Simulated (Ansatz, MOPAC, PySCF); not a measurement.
Dimer: HCl (SMILES Cl) (first 2 atoms) with CH2O (SMILES C=O); geometry from B3LYP-D3(BJ)/def2-TZVP, rigid monomers moved along the line of their centres of mass till H2···O4 is 2.13 Å.
(charge 0, multiplicity 1):
```xyz
6

Cl    -0.152    -0.056     0.443
H      0.150     0.492     1.588
C     -0.327     0.053     4.275
O      0.291     0.897     3.678
H     -0.392     0.062     5.376
H     -0.852    -0.762     3.747
```

Counterpoise-corrected where a basis set is named; no monomer relaxation. Rows marked so take none.

Frozen-core correlation. CBS: X⁻³ extrapolation of the correlation energy, Hartree–Fock from the larger set. Rows in 6-31G* carry no dispersion term and start afresh at each structure (6-31G* with six Cartesian d functions). The state that PM7 reach isn't checked; PM7 holds dispersion and hydrogen-bond terms.

The values were computed with Ansatz (an electronic-structure program) with Gaussian orbitals; MOPAC for PM7 (differences of heats of formation); PySCF for 6-31G* rows, the dispersion terms. 

```json
[
 {"level": "PM7", "interaction energy (meV)": "-212.1"},
 {"level": "HF/6-31G*", "interaction energy (meV)": "-167.7"},
 {"level": "BP86/6-31G* (no counterpoise)", "interaction energy (meV)": "-248.8"},
 {"level": "r2SCAN-D3(BJ)/def2-TZVPPD", "interaction energy (meV)": "-237.2"},
 {"level": "B3LYP/6-31G*", "interaction energy (meV)": "-202.2"},
 {"level": "B3LYP-D3(BJ)/def2-TZVPPD", "interaction energy (meV)": "-234.4"},
 {"level": "wB97X-V/def2-TZVPPD", "interaction energy (meV)": "?"},
 {"level": "wB97M-V/def2-TZVPPD", "interaction energy (meV)": "-219.6"},
 {"level": "CCSD(T)/CBS(aug-cc-pV(D+d)Z, aug-cc-pV(T+d)Z)", "interaction energy (meV)": "-218.4"}
]
```

Task: Fill in the missing entries.

Result: 
- wB97X-V/def2-TZVPPD, interaction energy (meV): -224.3
